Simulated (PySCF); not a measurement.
Isomers of C11H10. Method used: PBE0-D3(BJ)/def2-SVP geometry optimisation, gas phase in PySCF. Energies are electronic, without zero-point or thermal terms, for one conformer each. No frequencies were run at this level. Point groups hold within 0.08 Å.

Task: Order them by energy at this level, lowest first, and give relative energies in kcal/mol.
A. `[CH:1]1=[CH:2][CH2:3][c:4]2[cH:5][cH:6][cH:7][cH:8][c:9]2[CH:10]=[CH:11]1` with C1–C2–C3–C4 67°, C2–C3–C4–C5 115°, C8–C9–C10–C11 -146°, C2–C1–C11–C10 -32°
B. 1-methylnaphthalene (`Cc1cccc2ccccc12`)
C. `CC#Cc1cc2c(cc1C)C2`
D. `Cc1ccc2cccccc1-2` (1-methylazulene)
E. `CC#Cc1cccc2c1CC2`

Result: B (0.0), A (26.0), D (35.1), E (70.7), C (106.7).

As drawn, the highest has a three-membered ring and a C≡C bond, which the lowest lacks.

```
            SMILES      E (Eh)  E rel (kcal/mol)  dipole (D)  point group       A, B, C (MHz)
   Cc1cccc2ccccc12  -424.42262               0.0        0.39           Cs   1899, 1127, 710.4
 C1=CCc2ccccc2C=C1  -424.38124              26.0        0.20           C1  2309, 975.5, 732.8
  Cc1ccc2cccccc1-2  -424.36664              35.1        0.86           Cs  2093, 992.7, 676.2
  CC#Cc1cccc2c1CC2  -424.31003              70.7        0.78            –  2083, 714.9, 537.7
CC#Cc1cc2c(cc1C)C2  -424.25257             106.7        0.96            –  2518, 657.9, 526.9
```
